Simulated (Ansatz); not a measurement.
`C[NH][InH][OH]` + H₂S → `[OH][InH][SH]` + CH₃NH₂  (ligand exchange at the In–N bond)

Program: Ansatz. Geometries: PBE0-D4/def2-TZVP. ΔE: electronic, gas phase. CCSD(T)/CBS adds triple-zeta CCSD(T) − MP2 to the extrapolated MP2 energy (def2 sets, frozen cores). This one scheme is used for every species. Functionals use def2-TZVPP. B3LYP here is the variant with VWN-RPA as its local correlation; programs differ in this. Elements past krypton have def2 core potentials. For In outer-core shells are correlated without core-valence functions, which leaves a few kJ/mol of doubt a bond. One conformer a species, not always the lowest.

| level | ΔE (kJ/mol) |
| --- | --- |
| r2SCAN-D4 | -89.6 |
| B3LYP-D4 | -85.5 |
| B3LYP | -88.7 |
| MP2/def2-TZVPP | -82.1 |
| CCSD(T)/def2-TZVPP | -80.8 |
| MP2/def2-QZVPP | -81.9 |
| HF/CBS(def2) | -95.9 |
| CCSD/CBS(def2) | -82.7 |

Question: What does CCSD(T)/CBS give? (Best estimate.)

Answer: Ansatz gave: -81.2 kJ/mol. The listed levels differ from it by -8.4, -4.3, -7.5, -0.9, 0.4, -0.7, -14.7, -1.5 kJ/mol.

Largest T1 diagnostic among the species: 0.016.

The D4 term adds +3.2 kJ/mol with B3LYP and +1.9 kJ/mol with PBE0; it sums over pairs of atoms, weighted by their polarisabilities, and B3LYP, whose exchange is more repulsive, gets the larger term. From PBE to PBE0 (25 % exact exchange), in def2-TZVPP and without D4, ΔE moves by −4.0 kJ/mol. In def2-TZVPP, CCSD(T) changes the Hartree–Fock value by +16.4 kJ/mol (the triples alone add +1.4 kJ/mol) and MP2 by +15.1 kJ/mol.
